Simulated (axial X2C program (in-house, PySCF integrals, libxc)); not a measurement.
## IrH⁺: properties at the nuclei

Calculated with an axial X2C code built on PySCF integrals: two-component X2C with atomic mean-field Coulomb and Gaunt terms, Gaussian nuclei, basis Ir dyall-cv3z, H dyall-v3z with contracted cores.

R = 1.570 Å (near the PBE0 minimum at charge 1 of the determinant lowest at the starting distance; the state shown can have its own minimum elsewhere).

Input and command:
```json
{"zs": [77, 1], "q": 1, "bas": ["dyall-cv3z", "dyall-v3z"], "r0": 1.54, "levels": ["PBE0", "HF", "B3LYP", "BP86", "TPSSh"], "nst": 3}
```
```bash
python soeom.py task.json out
```

Keys: zs atomic numbers; q charge; bas basis sets; r0 starting distance in Å; levels methods; nst determinants followed.

Determinant lowest in the PBE0 search, Ω = 9/2 (⟨Sz⟩ = 1.45, ⟨Lz⟩ = 3.05 at PBE0), spin on the atoms Ir 1.46, H -0.01:

```csv
level,Eeff magnitude (GV/cm),Ws magnitude Ir (kHz),A∥/gI Ir (MHz),qzz Ir (a.u.),A∥/gI H (MHz),qzz H (a.u.)
PBE0,17.8,3.85,2390,0.31,2.25,0.14
HF,23.3,5.11,1960,-0.58,-1.69,0.16
B3LYP,15.7,3.4,2380,0.35,2.43,0.14
BP86,13.4,2.88,2520,0.52,2.73,0.14
TPSSh,16.4,3.5,2450,0.35,2.54,0.15
```

Eeff is the effective electric field on the electron electric dipole moment in this Ω state and Ws the scalar–pseudoscalar constant of the nucleus named (defined with the proton number Z and per Ω); A∥ (defined per Ω) follows by multiplying with gI = μI/(I μN); qzz is the electric field gradient, eQq0 = 234.96 MHz × Q/barn × qzz. The operators were transformed with the bare-nucleus X2C matrices; with these basis sets, hyperfine constants and field gradients can be off by tens of per cent, and where levels differ in sign neither size nor sign is settled.

(1) With gI(193Ir) = 0.1091 (g factors from the IAEA table of nuclear moments by Stone), turn the PBE0 values of the first state into constants in MHz.

Each state is one determinant with collinear spin, which with several unpaired electrons need not be a pure state. Unrestricted Hartree–Fock can overshoot spin polarisation at the nuclei. With several open shells hyperfine constants can be off by a factor of several. States lie within half an eV, so the first need not be the ground state. Further determinants of the search, some of them spin-mixed, are not shown.

## Answers

(1) A∥(193Ir) = 2390 × 0.1091 = 261 MHz.
